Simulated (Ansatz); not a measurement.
Program: Ansatz. Geometries: PBE0-D4/def2-TZVP. ΔE: electronic, gas phase. CBS: MP2 limit from def2 TZ/QZ plus the TZ coupled-cluster correction, frozen cores. This one scheme is used for every species. Each species was taken in one conformer, which may not be the lowest.

Reaction (formal exchange of groups at the Si–O bond): `CO[SiH2]P` + `C#N` → `N#C[SiH2]P` + CH₃OH

```json
{"species": "`CO[SiH2]P`", "CCSD(T)/CBS(def2) energy (Eh)": "-747.47858"}
{"species": "`C#N`", "CCSD(T)/CBS(def2) energy (Eh)": "-93.32098"}
{"species": "`N#C[SiH2]P`", "CCSD(T)/CBS(def2) energy (Eh)": "-725.16307"}
{"species": "CH₃OH", "CCSD(T)/CBS(def2) energy (Eh)": "-115.61712"}
```

**Question.** Work out ΔE.

**Answer.** ΔE = (-725.16307) + (-115.61712) − (-747.47858) − (-93.32098) = 0.01937 Eh = +50.9 kJ/mol.

Largest T1 diagnostic among the species: 0.014.

The D4 term adds +4.3 kJ/mol with B3LYP and +2.4 kJ/mol with PBE0; it sums over pairs of atoms, weighted by their polarisabilities, and B3LYP, whose exchange is more repulsive, gets the larger term. In def2-TZVPP, CCSD(T) changes the Hartree–Fock value by −5.0 kJ/mol (the triples alone add −1.0 kJ/mol) and MP2 by −4.7 kJ/mol.

B3LYP here is the variant with VWN-RPA as its local correlation; programs differ in this.
